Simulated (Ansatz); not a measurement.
# Molecular dynamics, step by step

BH$_{2}$OF$_{3}$, singlet, B3LYP-D4/def2-SVP (Ansatz 0.2.0). Settings (timestep in fs, temperature in K; T counts 15 degrees of freedom):

```yaml
hamiltonian: {xc: {name: B3LYP}, dispersion: d4}
md: {n_steps: 30, timestep: 0.75, temperature: 1500, ensemble: nve, seed: 503, initial_velocities: maxwell_boltzmann}
```

Start:

| atom | x (Å) | y (Å) | z (Å) |
| --- | --- | --- | --- |
| O1 | -0.0608 | -0.3054 | -0.9992 |
| H2 | -0.7376 | 0.2694 | -1.3764 |
| H3 | 0.7888 | -0.0454 | -1.3754 |
| F4 | -0.2295 | -1.2397 | 1.2538 |
| B5 | -0.0055 | -0.0209 | 0.7515 |
| F6 | 1.2513 | 0.4625 | 0.8723 |
| F7 | -1.0067 | 0.8792 | 0.8736 |

```
step  time (fs)  potential energy less the start (meV)  kinetic energy (meV)  T (K)
   0       0.00                                    0.0                 969.5   1500
   2       1.50                                  179.5                 805.5   1246
   4       3.00                                  167.6                 804.8   1245
   6       4.50                                  342.1                 636.0    984
   8       6.00                                  548.9                 434.5    672
  10       7.50                                  480.7                 498.1    771
  12       9.00                                  417.2                 552.9    856
  14      10.50                                  627.8                 359.3    556
  16      12.00                                  477.3                 493.9    764
  18      13.50                                  523.0                 454.6    703
  20      15.00                                  637.7                 345.6    535
  22      16.50                                  491.5                 487.8    755
  24      18.00                                  326.2                 644.3    997
  26      19.50                                  438.7                 547.6    847
  28      21.00                                  271.5                 698.8   1081
  30      22.50                                  362.0                 615.6    952
```

Step 2, positions (Å) and forces (eV/Å):

```csv
atom,x,y,z,Fx,Fy,Fz
O1,-0.054,-0.313,-1.021,3.146,-2.693,1.360
H2,-0.718,0.251,-1.257,-3.058,2.800,-1.542
H3,0.794,-0.019,-1.397,-0.309,0.096,0.013
F4,-0.227,-1.231,1.253,-0.091,-0.031,0.082
B5,-0.005,0.000,0.768,-0.017,-1.201,0.107
F6,1.242,0.452,0.870,0.746,0.512,0.077
F7,-1.006,0.875,0.880,-0.417,0.517,-0.097
```

Step 18, positions (Å) and forces (eV/Å):

```csv
atom,x,y,z,Fx,Fy,Fz
O1,0.001,-0.373,-1.171,-2.277,2.527,0.357
H2,-0.738,0.329,-1.006,1.106,-1.921,-0.805
H3,0.639,0.249,-1.554,0.558,-0.340,-0.076
F4,-0.223,-1.182,1.260,-0.924,-3.105,1.204
B5,-0.012,0.010,0.908,0.431,1.744,-0.819
F6,1.234,0.420,0.863,0.746,1.029,0.327
F7,-1.037,0.885,0.923,0.358,0.066,-0.188
```

Step 20, positions (Å) and forces (eV/Å):

| atom | x | y | z | Fx | Fy | Fz |
| --- | --- | --- | --- | --- | --- | --- |
| O1 | 0.006 | -0.377 | -1.190 | -3.246 | 3.084 | 0.577 |
| H2 | -0.787 | 0.333 | -1.030 | 2.199 | -2.612 | -0.911 |
| H3 | 0.635 | 0.255 | -1.572 | 0.482 | -0.241 | -0.052 |
| F4 | -0.226 | -1.184 | 1.265 | -0.923 | -3.235 | 1.233 |
| B5 | -0.013 | 0.005 | 0.923 | 0.648 | 2.457 | -1.078 |
| F6 | 1.242 | 0.423 | 0.863 | 0.184 | 0.781 | 0.376 |
| F7 | -1.042 | 0.890 | 0.927 | 0.657 | -0.234 | -0.145 |

Last step (30):

| atom | x (Å) | y (Å) | z (Å) |
| --- | --- | --- | --- |
| O1 | 0.0099 | -0.3666 | -1.2809 |
| H2 | -0.9230 | 0.0648 | -1.3414 |
| H3 | 0.6820 | 0.2110 | -1.6434 |
| F4 | -0.2523 | -1.2377 | 1.3057 |
| B5 | -0.0029 | 0.0414 | 0.9702 |
| F6 | 1.2758 | 0.4469 | 0.8729 |
| F7 | -1.0539 | 0.9063 | 0.9463 |

The run took about 13 s on 4 CPU threads of an Intel Xeon 6975P-C (shared host).
